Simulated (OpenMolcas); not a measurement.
## Multiconfigurational calculation on neutral oxygen

Input:

```
&GATEWAY
Coord
1

O 0.0 0.0 0.0
Basis=ANO-RCC-VQZP
Group=XYZ
NoMove
AngMom=0.0 0.0 0.0
AMFI
&SEWARD
&RASSCF
FileOrb=start.orb
Symmetry=1
Spin=3
nActEl=4 0 1
Inactive=2 0
Ras2=0 3
Ras3=6 0
CIRoot=3 3 1
SDav=3
CIMx=300
Iter=120 100
PrWF=0.3
OrbListing=Nothing
MaxOrb=0
Thrs=2.0e-7 1.0e-1 5.0e-4
Atom
>>> COPY $Project.JobIph JOB001
&RASSCF
FileOrb=start.orb
Symmetry=1
Spin=1
nActEl=4 0 1
Inactive=2 0
Ras2=0 3
Ras3=6 0
CIRoot=6 6 1
SDav=6
CIMx=300
Iter=120 100
PrWF=0.3
OrbListing=Nothing
MaxOrb=0
Thrs=2.0e-7 1.0e-1 5.0e-4
Atom
>>> COPY $Project.JobIph JOB002
&RASSCF
FileOrb=start.orb
Symmetry=2
Spin=5
nActEl=4 0 1
Inactive=2 0
Ras2=0 3
Ras3=6 0
CIRoot=1 1 1
SDav=6
CIMx=300
Iter=120 100
PrWF=0.3
OrbListing=Nothing
MaxOrb=0
Thrs=2.0e-7 1.0e-1 5.0e-4
Atom
>>> COPY $Project.JobIph JOB003
&RASSCF
FileOrb=start.orb
Symmetry=2
Spin=3
nActEl=4 0 1
Inactive=2 0
Ras2=0 3
Ras3=6 0
CIRoot=1 1 1
SDav=54
CIMx=300
Iter=120 100
PrWF=0.3
OrbListing=Nothing
MaxOrb=0
Thrs=2.0e-7 1.0e-1 5.0e-4
Atom
>>> COPY $Project.JobIph JOB004
&RASSCF
FileOrb=start.orb
Symmetry=2
Spin=1
nActEl=4 0 1
Inactive=2 0
Ras2=0 3
Ras3=6 0
CIRoot=5 5 1
SDav=48
CIMx=300
Iter=120 100
PrWF=0.3
OrbListing=Nothing
MaxOrb=0
Thrs=2.0e-7 1.0e-1 5.0e-4
Atom
>>> COPY $Project.JobIph JOB005
&RASSI
NrOfJobIphs=4 3 6 1 1
1 2 3
1 2 3 4 5 6
1
1
IphNames
JOB001
JOB002
JOB003
JOB004
EJob
SpinOrbit
DIPRint=1.0
SOCoupling=1000.0
Subsets=2
MEES
Property=10
'ANGMOM' 1 'ANGMOM' 2 'ANGMOM' 3 'MLTPL  1' 1 'MLTPL  1' 2 'MLTPL  1' 3
'AMFI' 1 'AMFI' 2 'AMFI' 3 'MLTPL  2' 6
SOProperty=3
'ANGMOM' 1 'ANGMOM' 2 'ANGMOM' 3
```

A driver script runs the steps one by one and writes start.orb anew before each from the orbitals found so far.

Output, cut to the results:

```
--- SEWARD ---
Basis set label: O.ANO-RCC...5S4P3D2F1G.

      Electronic valence basis set:
      ------------------
      Associated Effective Charge   8.000000 au
      Associated Actual Charge      8.000000 au
      Nuclear Model: Point charge

      Shell  nPrim  nBasis  Cartesian Spherical Contaminant
         s      14       5        X
         p       9       4        X
         d       4       3                 X
         f       3       2                 X
         g       2       1                 X
                  Relativistic Douglas-Kroll-Hess integrals:
                    - DKH order of Hamiltonian: 2
                    - DKH order of Properties : 0
                  Atomic mean-field integrals
--- RASSCF ---
Wave function specifications:
      -----------------------------

      Number of closed shell electrons           4
      Number of electrons in active shells       4
      Max number of holes in RAS1 space          0
      Max nr of electrons in RAS3 space          1
      Number of inactive orbitals                2
      Number of active orbitals                  9
      Number of secondary orbitals              44
      Spin quantum number                      1.0
      State symmetry                             1
Orbital specifications:
      -----------------------

      Symmetry species                           1   2
                                                ag  au
      Frozen orbitals                            0   0
      Inactive orbitals                          2   0
      Active orbitals                            6   3
      RAS1 orbitals                              0   0
      RAS2 orbitals                              0   3
      RAS3 orbitals                              6   0
      Secondary orbitals                        21  23
      Deleted orbitals                           0   0
      Number of basis functions                 29  26
      Number of CSFs                             3
      Number of root(s) required                 3
      Iter CI   SX   CI       RASSCF       Energy    max ROT     max BLB   max BLB  Level Ln srch  Step   QN
          iter iter root      energy       change     param      element    value   shift minimum  type update
 Nr of preliminary CI iterations:   1
 ###############################################################################
 ###############################################################################
 ###                                                                         ###
 ###                                                                         ###
 ###    WARNING: Problems in orbital optimization.                           ###
 ###                                                                         ###
 ###                                                                         ###
 ###############################################################################
 ###############################################################################
  Warning: In symmetry  1, orbital p=   3 has diagonal density matrix element D(p,p) close to zero. D(p,p)=  0.000000E+00
  Warning: In symmetry  1, orbital p=   4 has diagonal density matrix element D(p,p) close to zero. D(p,p)=  0.000000E+00
        ...
  Warning: In symmetry  1, orbital p=   6 has diagonal density matrix element D(p,p) close to zero. D(p,p)=  0.000000E+00
  Warning: In symmetry  1, orbital p=   7 has diagonal density matrix element D(p,p) close to zero. D(p,p)=  0.000000E+00
  Warning: In symmetry  1, orbital p=   8 has diagonal density matrix element D(p,p) close to zero. D(p,p)=  0.000000E+00
        4   1    2    0   -74.86149871   -5.68E-14  -2.78E-08    2  10 1 -2.71E-07   0.50   0.00    SX    NO
      Convergence after  4 iterations
        5   1    2    0   -74.86149871    0.00E+00  -2.78E-08    2   9 1 -2.15E-07   0.50   0.00    SX    NO
      Natural orbitals and occupation numbers for root  1
      sym 1:   0.000000   0.000000   0.000000   0.000000   0.000000   0.000000
      sym 2:   2.000000   1.000000   1.000000
      Natural orbitals and occupation numbers for root  2
      sym 1:   0.000000   0.000000   0.000000   0.000000   0.000000   0.000000
      sym 2:   1.000000   1.000000   2.000000
      Natural orbitals and occupation numbers for root  3
      sym 1:   0.000000   0.000000   0.000000   0.000000   0.000000   0.000000
      sym 2:   1.000000   2.000000   1.000000
::    RASSCF root number  1 Total energy:    -74.86149871
...
--- RASSI ---
SPIN-FREE ENERGIES:
  (Shifted by EMIN (a.u.) =        -74.8614987097)

 SF State       Relative EMIN(au)   Rel lowest level(eV)    D:o, cm**(-1)      L_eff

     1             0.0000000000        0.0000000000              0.0000         1.0
     2             0.0000000000        0.0000000000              0.0000         1.0
     3             0.0000000000        0.0000000000              0.0000         1.0
     4             0.0801658957        2.1814251514          17594.3804         2.0
     5             0.0801658957        2.1814251514          17594.3804         2.0
     6             0.0801658957        2.1814251514          17594.3804         2.0
     7             0.0801658957        2.1814251514          17594.3804         2.0
     8             0.0801658957        2.1814251514          17594.3804         2.0
     9             0.1991982242        5.4204598191          43718.9568         0.0
    10             0.3921145226       10.6699797261          86059.1903         0.0
    11             0.4361782876       11.8690158548          95730.0689         0.0
     Dipole printing threshold changed to   1.00000000E+00

++ Dipole transition strengths (spin-free states):
   -----------------------------------------------
     for osc. strength at least  1.00000000E+00

  ( Max oscillator strength is only    6.7104567747924337E-002 )
--
Eigenvalues of complex Hamiltonian:
   -----------------------------------
  (Shifted by EMIN (a.u.) =        -74.8614987097)

 SO State       Relative EMIN(au)   Rel lowest level(eV)    D:o, cm**(-1)     J-value

     1            -0.0003440034        0.0000000000              0.0000         1.8
     2            -0.0003440034        0.0000000000              0.0000         1.1
     3            -0.0003440034        0.0000000000              0.0000         1.1
     4            -0.0003440034        0.0000000000              0.0000         1.7
...
```

The J values that RASSI prints are effective ones from its own formula and need not be integers or half-integers; the table below assigns J from the states.

Levels above the lowest, from the spin-orbit matrix, grouped by J:

| Configuration | Term | J | E (cm⁻¹) | Measured (cm⁻¹) | g | Term weight % |
| --- | --- | --- | --- | --- | --- | --- |
| 2s² 2p⁴ | ³P | 2 | 0.0 | 0.0 | 1.501 | 100 |
| 2s² 2p⁴ | ³P | 1 | 150 | 158 | 1.501 | 100 |
| 2s² 2p⁴ | ³P | 0 | 224 | 227 |  | 100 |
| 2s² 2p⁴ | ¹D | 2 | 17671 | 15868 | 1.000 | 100 |
| 2s² 2p⁴ | ¹S | 0 | 43795 | 33793 |  | 100 |
| 2s² 2p³ 3s | ⁵S° | 2 | 86135 | 73768 | 2.002 | 100 |

Against the 5 measured excited levels shown (NIST Handbook of Basic Atomic Spectroscopic Data) the mean absolute deviation is 4800 cm-1; the largest miss in energy is 2s² 2p³ 3s ⁵S°₂: computed 86135, measured 73768 cm⁻¹ (+16.8 %), and the largest in proportion 2s² 2p⁴ ¹S₀ (+29.6 %).

Without dynamic correlation excited terms often stand tens of per cent too high (terms of higher spin than the ground term too low), and those without a measured partner can miss by more than the paired ones. ANO sets are built for valence states and can reach diffuse excited orbitals poorly. With the s shell closed, the reference lacks s² → p² mixing. Computed and measured levels are paired by configuration, term and J; levels that our copy of the source lacks, or whose pairing is in doubt (as where it misses far off the trend of its configuration), stay unpaired and out of the deviations. Levels of configurations outside the active space are missing. The first state left out of the spin-orbit step lies near 120000 cm-1 above the lowest spin-free state of the reference (among the parities and spins computed), and the list stops at four fifths of that energy or lower.

The term weight is that of the spin-free term in the level, not the purity of its configuration. ° marks odd parity.
